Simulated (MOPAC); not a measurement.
MOPAC input (AM1):

```
AM1 PRECISE GNORM=0.05 LET XYZ CHARGE=1 GEO-OK AUX(PRECISION=9) THREADS=1
H3OSi

Si    0.07253600 1   -0.53002400 1    0.04682300 1
O    -0.21538100 1    1.00680100 1   -0.08995300 1
H    -1.13206200 1   -1.35482800 1    0.10253400 1
H     1.44688800 1   -1.03755000 1    0.10864900 1
H     0.39271600 1    1.75829800 1   -0.14708500 1
```

From the output:

```
                                                       MOPAC v23.2.5 Linux

          FINAL HEAT OF FORMATION =        134.16051 KCAL/MOL =     561.32757 KJ/MOL

          COSMO AREA              =         86.69 SQUARE ANGSTROMS
          COSMO VOLUME            =         72.42 CUBIC ANGSTROMS

          GRADIENT NORM           =          0.01764          =       0.00789 PER ATOM
          IONIZATION POTENTIAL    =         18.316846 EV
          HOMO LUMO ENERGIES (EV) =        -18.317 -7.427
          NO. OF FILLED LEVELS    =          6
          MOLECULAR WEIGHT        =         47.1086         POINT GROUP:  Cs

          MOLECULAR DIMENSIONS (Angstroms)

            Atom       Atom       Distance
            H     5    H     3     3.50497
            H     4    O     2     2.42016
            H     5   Si     1     0.00000

          SCF CALCULATIONS        =         17

   ATOM   CHEMICAL          X               Y               Z
  NUMBER   SYMBOL      (ANGSTROMS)     (ANGSTROMS)     (ANGSTROMS)

     1      Si          0.08238370  *  -0.56826548  *   0.05026147  *
     2       O         -0.23194483  *   1.06788777  *  -0.09545636  *
     3       H         -1.10472788  *  -1.37207761  *   0.10438289  *
     4       H          1.41657898  *  -1.08219947  *   0.11211905  *
     5       H          0.40970113  *   1.77868183  *  -0.14862823  *

                             CARTESIAN COORDINATES

   1   Si        0.082383700    -0.568265478     0.050261473
   2    O       -0.231944834     1.067887775    -0.095456364
   3    H       -1.104727880    -1.372077612     0.104382892
   4    H        1.416578981    -1.082199474     0.112119052
   5    H        0.409701131     1.778681829    -0.148628232

           Empirical Formula: H3 O Si  =     5 atoms

      MOLECULAR POINT GROUP   :   Cs

                  EIGENVALUES
 -42.82084 -25.35393 -21.83000 -20.08071 -19.86894 -18.31685  -7.42711  -5.46358
  -4.86644  -4.16398  -0.27424

              NET ATOMIC CHARGES AND DIPOLE CONTRIBUTIONS

  ATOM NO.   TYPE          CHARGE      No. of ELECS.   s-Pop       p-Pop
    1         Si           1.521461        2.4785     0.90084     1.57770
    2          O          -0.552010        6.5520     1.82602     4.72599
    3          H          -0.126100        1.1261     1.12610
    4          H          -0.169730        1.1697     1.16973
    5          H           0.326380        0.6736     0.67362
 DIPOLE           X         Y         Z       TOTAL
 POINT-CHG.     1.442    -2.528     0.238     2.920
 HYBRID         0.450     0.914    -0.073     1.022
 SUM            1.892    -1.614     0.164     2.492

          ATOMIC ORBITAL ELECTRON POPULATIONS

     Atom    s        px        py        pz
    1 Si   0.90084   0.78006   0.55092   0.24672
    2  O   1.82602   1.60990   1.36321   1.75288
    3  H   1.12610
    4  H   1.16973
    5  H   0.67362

 **********************
 *                    *
 * JOB ENDED NORMALLY *
 *                    *
 **********************

 == MOPAC DONE ==
```

The dipole moment of an ion depends on the origin.

The geometry given is a B3LYP-D3(BJ)/def2-TZVP minimum.
